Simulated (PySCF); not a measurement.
C2H2F3O2, charge +1, singlet, geometry from GFN2-xTB; MP2/STO-3G in PySCF.

PySCF was given this input:
```python
from pyscf import gto, scf, mp

mol = gto.Mole()
mol.atom = '''
    O     1.60853260   -0.88459897    0.02028416
    C     0.90805593    0.14957858   -0.08119017
    O     1.25456321    1.33780754   -0.27055162
    C    -0.66666345   -0.09815298    0.05643252
    F    -1.30533713    1.03736901   -0.08535804
    F    -0.89868137   -0.60744521    1.24860373
    F    -1.03378219   -0.94934942   -0.87846494
    H     2.59287415   -0.88028630   -0.04247575
    H     2.19421086    1.62089485   -0.36986561
'''
mol.basis = 'sto-3g'
mol.charge = 1
mol.verbose = 4
mol.build()

mf = scf.RHF(mol)
mf.kernel()

pt = mp.MP2(mf)
pt.kernel()
print('E(MP2) = %.10f' % pt.e_tot)
```

What does PySCF print? Leave out banner, timings and long lists.


```
PySCF version 2.14.0

[INPUT] verbose = 4
[INPUT] num. atoms = 9
[INPUT] num. electrons = 56
[INPUT] charge = 1
[INPUT] spin (= nelec alpha-beta = 2S) = 0
[INPUT] symmetry False subgroup None
[INPUT] Mole.unit = angstrom
[INPUT] Symbol           X                Y                Z      unit          X                Y                Z       unit  Magmom
[INPUT]  1 O      1.608532600000  -0.884598970000   0.020284160000 AA    3.039686076435  -1.671649783372   0.038331507067 Bohr   0.0
[INPUT]  2 C      0.908055930000   0.149578580000  -0.081190170000 AA    1.715977013487   0.282662550301  -0.153427185307 Bohr   0.0
[INPUT]  3 O      1.254563210000   1.337807540000  -0.270551620000 AA    2.370780872855   2.528089857978  -0.511268464357 Bohr   0.0
[INPUT]  4 C     -0.666663450000  -0.098152980000   0.056432520000 AA   -1.259811337758  -0.185482250510   0.106642007319 Bohr   0.0
[INPUT]  5 F     -1.305337130000   1.037369010000  -0.085358040000 AA   -2.466729675926   1.960343319011  -0.161303318130 Bohr   0.0
[INPUT]  6 F     -0.898681370000  -0.607445210000   1.248603730000 AA   -1.698261662549  -1.147905082579   2.359519087810 Bohr   0.0
[INPUT]  7 F     -1.033782190000  -0.949349420000  -0.878464940000 AA   -1.953565211553  -1.794010400315  -1.660058146632 Bohr   0.0
[INPUT]  8 H      2.592874150000  -0.880286300000  -0.042475750000 AA    4.899822018964  -1.663500018207  -0.080267534435 Bohr   0.0
[INPUT]  9 H      2.194210860000   1.620894850000  -0.369865610000 AA    4.146457584946   3.063047343218  -0.698944705795 Bohr   0.0

nuclear repulsion = 349.884478314929
number of shells = 23
number of NR pGTOs = 111
number of NR cGTOs = 37
basis = sto-3g
ecp = {}

******** <class 'pyscf.scf.hf.RHF'> ********
method = RHF
initial guess = minao
damping factor = 0
level_shift factor = 0
DIIS = <class 'pyscf.scf.diis.CDIIS'>
diis_start_cycle = 1
diis_space = 8
diis_damp = 0
SCF conv_tol = 1e-09
SCF conv_tol_grad = None
SCF max_cycles = 50
direct_scf = True
direct_scf_tol = 1e-13
Set gradient conv threshold to 3.16228e-05
Initial guess from minao.
init E= -519.509225772723
  HOMO = -0.400456084839315  LUMO = 0.0614877084594615  gap/eV = 12.57013
cycle= 1 E= -517.217936481077  delta_E= 2.29  |g|= 0.936  |ddm|= 4.02
  HOMO = -0.63100185392358  LUMO = -0.16521787846067  gap/eV = 12.67463
cycle= 2 E= -517.483278208039  delta_E= -0.265  |g|= 0.356  |ddm|= 1.62
  HOMO = -0.639168861685801  LUMO = -0.0681133630647631  gap/eV = 15.53921
cycle= 3 E= -517.519562082876  delta_E= -0.0363  |g|= 0.0598  |ddm|= 0.434
  HOMO = -0.654134563834  LUMO = -0.0631214755686833  gap/eV = 16.08229
cycle= 4 E= -517.521791522008  delta_E= -0.00223  |g|= 0.0143  |ddm|= 0.143
  HOMO = -0.654503297579445  LUMO = -0.0614790360257965  gap/eV = 16.13701
cycle= 5 E= -517.521923672449  delta_E= -0.000132  |g|= 0.00343  |ddm|= 0.0355
  HOMO = -0.654415122375709  LUMO = -0.0618334084608049  gap/eV = 16.12497
cycle= 6 E= -517.521930807056  delta_E= -7.13e-06  |g|= 0.000443  |ddm|= 0.00869
  HOMO = -0.654494273835733  LUMO = -0.0617348360902458  gap/eV = 16.12981
cycle= 7 E= -517.521930911736  delta_E= -1.05e-07  |g|= 0.000137  |ddm|= 0.00101
  HOMO = -0.654496682097777  LUMO = -0.0617307896029072  gap/eV = 16.12998
cycle= 8 E= -517.521930919994  delta_E= -8.26e-09  |g|= 5.01e-05  |ddm|= 0.00024
  HOMO = -0.654495264575609  LUMO = -0.0617343787459517  gap/eV = 16.12985
cycle= 9 E= -517.521930921535  delta_E= -1.54e-09  |g|= 1.06e-05  |ddm|= 0.000121
  HOMO = -0.654496127711999  LUMO = -0.0617347871736911  gap/eV = 16.12986
cycle= 10 E= -517.521930921622  delta_E= -8.69e-11  |g|= 1.27e-06  |ddm|= 3.3e-05
  HOMO = -0.654496151560471  LUMO = -0.0617344598829412  gap/eV = 16.12987
Extra cycle  E= -517.521930921621  delta_E= 9.09e-13  |g|= 4.75e-07  |ddm|= 2.48e-06
converged SCF energy = -517.521930921621

******** <class 'pyscf.mp.mp2.RMP2'> ********
nocc = 28, nmo = 37
E(RMP2) = -517.772628457261  E_corr = -0.250697535640617
E(SCS-RMP2) = -517.778722180147  E_corr = -0.256791258526875
E_corr(same-spin) = -0.0508220587406141
E_corr(oppo-spin) = -0.199875476900003
E(MP2) = -517.7726284573
```
